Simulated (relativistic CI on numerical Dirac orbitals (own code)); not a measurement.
# La XLVI: sensitivity of the levels to the model

Base calculation: Dirac-Coulomb-Breit CI, orbitals from a KLI potential per configuration, model QED (radiative potential, 1s self-energy scaled to tabulated hydrogen-like ionisation energies), unscaled Slater integrals.

CI space (outside the closed core [Ne]): 3s2, 3s 3p, 3p2, 3s 3d, 3d2, 3p 3d, 3p 4s, 3d 4s, 3s 4s, 3s 4p, 3s 4d, 3s 4f, 3s 5s, 3s 5p, 3s 5d, 3s 5f. Levels of other configurations are missing.

The lowest level and the first level of each name with at least 55 % of one term (blank where a level has no safe partner in the second run):

| Level | Base (eV) | Shift (eV) |
| --- | --- | --- |
| 3s2 1S_0 | 0.000 | 0.000 |
| 3s 3p 3P°_0 | 93.520 | +0.103 |
| 3s 3p 3P°_1 | 103.508 | +0.104 |
| 3s 3p 3P°_2 | 202.090 | +0.103 |
| 3p2 3P_0 | 225.454 | +0.235 |
| 3s 3p 1P°_1 | 230.417 | +0.109 |
| 3p2 1D_2 | 323.258 | +0.197 |
| 3p2 3P_1 | 324.268 | +0.217 |
| 3s 3d 3D_1 | 357.317 | +0.071 |
| 3s 3d 3D_2 | 363.042 | +0.079 |
| 3s 3d 3D_3 | 381.613 | +0.067 |
| 3s 3d 1D_2 | 393.275 | +0.092 |
| 3p2 1S_0 | 453.197 | +0.223 |
| 3p 3d 3F°_2 | 458.482 | +0.239 |

At this charge energies of transitions that change n are usually good to better than 1 %, and those within a shell (Δn = 0) to a few per cent.

**Question.** One thing was changed in a second run, which moved the levels as shown. Which?
A. one mean potential for all configurations
B. Breit term removed
C. QED terms removed
D. valence Slater integrals scaled by 0.9
E. configuration mixing switched off

**Answer.** A. One mean potential for all configurations. One potential for all configurations removes the relaxation of the orbitals, which moves whole configurations and changes the integrals a little.

LS names give the leading component of a level, which can be under half, so a name can repeat, a term be missing and a line seem to break the LS rules.
